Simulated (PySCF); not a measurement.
## Basis set benchmark on one molecule

Molecule: SMILES F[B-](F)(F)F, [BF$_{4}$]-.

Cartesian coordinates in Å; atom numbers follow the order of the lines, from 1:
```xyz
5

F     0.892    0.519   -0.976
B     0.018   -0.021   -0.019
F    -0.833   -0.953   -0.634
F     0.763   -0.659    0.985
F    -0.748    1.009    0.548
```

Total charge -1.

Geometry PBE0-D3(BJ)/def2-SVP throughout; GIAO in PySCF 2.14.0 with density-fitted response routines, gas phase, one conformer, non-relativistic; equivalent atoms averaged; functional PBE0.

Reference values (measured; Macháček, Bühl, Fanfrlík, Hnyk, 11B NMR of BX3 and BX4-, J. Phys. Chem. A (author manuscript)): δ(B2) = -1.6 ppm vs BF3.OEt2. Computed shifts are taken against BF3·OEt2, calculated as an isolated molecule at each level.

**Question.** How do the basis sets STO-3G, 6-31G, pcSseg-0, 6-31G*, def2-SVP, cc-pVDZ, pcSseg-1, aug-cc-pVDZ, 6-311+G(2d,p), cc-pVTZ, def2-TZVP, IGLO-III, pcSseg-2 perform against the reference? Times are CPU seconds on shared hosts with different chips, so compare them loosely.

**Answer.** 
```
    basis set  functions    B2  abs. error B  core-s
       STO-3G         25  -1.2           0.4     1.5
        6-31G         45  -2.1           0.5     2.8
     pcSseg-0         45  -0.8           0.8     1.8
       6-31G*         70  -2.4           0.8     3.7
     def2-SVP         70  -2.8           1.2     3.7
      cc-pVDZ         70  -2.4           0.8     2.9
     pcSseg-1         85  -2.8           1.2     7.4
  aug-cc-pVDZ        115  -2.1           0.5     5.3
6-311+G(2d,p)        135  -1.4           0.2       8
      cc-pVTZ        150  -1.7           0.1     7.6
    def2-TZVP        155  -1.8           0.2      11
     IGLO-III        175  -1.6           0.0     8.5
     pcSseg-2        180  -1.9           0.3      14
```

For 11B the closest is IGLO-III (0.0 ppm, with cc-pVTZ, def2-TZVP, 6-311+G(2d,p), pcSseg-2 practically level) and the furthest pcSseg-1 (1.2 ppm). Where a smaller basis beats a larger one, errors probably cancel; the largest sets show where the functional converges. One molecule is a small sample, and vibrational and solvent effects are absent from the calculation.

A small basis that lands close on one nucleus may do so by chance; judge by the trend and by all nuclei.
